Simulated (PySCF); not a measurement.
**How methods differ on the excitation energy of Be**

Be [He] 2s2 (1S) → Be [He] 2p2 (3P), as a difference of total energies. All numbers are calculated (PySCF 2.14, scalar relativity by spin-free X2C-1e, in dyall-av3z (15s9p4d2f, 76 functions)). Correlated levels: valence: 1s2 frozen; virtual orbitals above 40 to 60 times the deepest correlated orbital energy dropped. The calculations carry no spin-orbit coupling.

```tsv
method	excitation energy (eV)
UHF	6.442
MP2 (valence)	7.071
SCS-MP2 (valence)	7.340
CCSD (valence)	7.445
```

**Question.** How much does correlation contribute at MP2 (valence)?

**Answer.** 7.071 − (6.442) = 0.629 eV, measured against UHF.

Errors of the correlated levels include the incompleteness of this basis and the frozen core.

With two correlated electrons CCSD is exact in that space.

For comparison: 7.401 eV (measured; NIST levels, between the centres of gravity of the two terms).
